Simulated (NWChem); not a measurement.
System meant: C₂H₇Si, doublet; SMILES C[SiH]C

Here is an NWChem input.

```
start job
memory heap 200 mb stack 900 mb global 1100 mb
geometry units angstroms noautoz
  C      0.475162    -0.007658     1.564889
  Si    -0.571757     0.111311     0.000000
  C      0.475162    -0.007658    -1.564889
  H      1.020288    -0.966756     1.598871
  H     -0.152759     0.057584     2.466399
  H      1.216695     0.805127     1.607718
  H     -1.630533    -0.954404     0.000000
  H      1.020288    -0.966756    -1.598871
  H     -0.152759     0.057584    -2.466399
  H      1.216695     0.805127    -1.607718
end
basis spherical
  * library def2-svp
end
dft
  odft
  mult 2
  xc pbe0
  iterations 4
  mulliken
end
task dft energy
```

End of the output:

```
     --------------------------
     Expectation value of S2:
     --------------------------
      <S2> =      0.7517 (Exact =     0.7500)

 center of mass
 --------------
 x =  -0.07917397 y =   0.03770384 z =   0.00000000

 moments of inertia (a.u.)
 ------------------
         306.411561845181          -0.000000000000           0.000000000000
          -0.000000000000         370.334949979977           0.000000000000
           0.000000000000           0.000000000000          95.396803173267

     Multipole analysis of the density
     ---------------------------------

     L   x y z        total         alpha         beta         nuclear
     -   - - -        -----         -----         ----         -------
     0   0 0 0     -0.000000    -17.000000    -16.000000     33.000000

     1   1 0 0      0.336566      0.926692     -0.590126     -0.000000
     1   0 1 0     -0.032166     -0.501115      0.468949      0.000000
     1   0 0 1      0.000000      0.000000      0.000000      0.000000

     2   2 0 0    -21.827299    -40.210009    -35.226506     53.609216
     2   1 1 0      0.045282     -0.044317     -2.591108      2.680707
     2   1 0 1      0.000000      0.000000      0.000000      0.000000
     2   0 2 0    -21.406423    -20.517099    -16.154904     15.265580
     2   0 1 1     -0.000000      0.000000     -0.000000      0.000000
     2   0 0 2    -20.475932   -103.908085   -101.674217    185.106370

 ------------------------------------------------------------------------
 dft energy failed                                                                                  0
 ------------------------------------------------------------------------
 ------------------------------------------------------------------------
  current input line :
    25: task dft energy
 ------------------------------------------------------------------------
 ------------------------------------------------------------------------
 This type of error is most commonly associated with calculations not reaching convergence criteria
 ------------------------------------------------------------------------
 For more information see the NWChem manual at https://nwchemgit.github.io

0:dft energy failed:Received an Error in Communication
```

Q: Find the fault in this run and fix the input.

A: The run did not converge; its last values are not results. Cause: the SCF was allowed too few iterations. This input runs:
```
start job
memory heap 200 mb stack 900 mb global 1100 mb
geometry units angstroms noautoz
  C      0.475162    -0.007658     1.564889
  Si    -0.571757     0.111311     0.000000
  C      0.475162    -0.007658    -1.564889
  H      1.020288    -0.966756     1.598871
  H     -0.152759     0.057584     2.466399
  H      1.216695     0.805127     1.607718
  H     -1.630533    -0.954404     0.000000
  H      1.020288    -0.966756    -1.598871
  H     -0.152759     0.057584    -2.466399
  H      1.216695     0.805127    -1.607718
end
basis spherical
  C library def2-svp
  Si library def2-svp
  H library def2-svp
end
dft
  odft
  mult 2
  xc pbe0
  iterations 150
  mulliken
end
task dft energy
```
It converges to -369.50665 Ha (PBE0/def2-SVP, spin-unrestricted).
